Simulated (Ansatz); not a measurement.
Total energies of TiHCl₃ from Ansatz at PBE0-D4/def2-TZVP, gas phase (1 Eh = 27.2114 eV = 2625.5 kJ/mol). The reference geometry is relaxed at PBE0-D4/def2-SVP.

```xyz
5

Ti    0.031   -0.018   -0.040
H    -0.924    0.543    1.183
Cl   -1.225    0.255   -1.767
Cl    0.375   -2.062    0.545
Cl    1.743    1.283    0.079
```

```json
{"state": "charge 0 singlet", "geometry": "reference", "energy (Eh)": "-2230.23955"}
{"state": "charge 1 doublet", "geometry": "reference", "energy (Eh)": "-2229.81346"}
{"state": "free Ti atom (triplet)", "geometry": "–", "energy (Eh)": "-849.14317"}
{"state": "free H atom (doublet)", "geometry": "–", "energy (Eh)": "-0.50104"}
{"state": "free Cl atom (doublet)", "geometry": "–", "energy (Eh)": "-459.99739"}
```

Work out the vertical ionisation energy to the doublet.

E(charge 1 doublet) − E(charge 0 singlet) = -2229.81346 − (-2230.23955) = 0.42609 Eh = 11.59 eV. For comparison, −ε of the highest occupied level is 9.66 eV at this level, 1.93 eV less.

What is the binding energy per atom against free atoms?

Atoms: 1 × (-849.14317) + 1 × (-0.50104) + 3 × (-459.99739) = -2229.63638 Eh. Binding: -2229.63638 − (-2230.23955) = 0.60317 Eh = 16.41 eV, or 3.28 eV for each of 5 atoms (no zero-point energy, no counterpoise term).
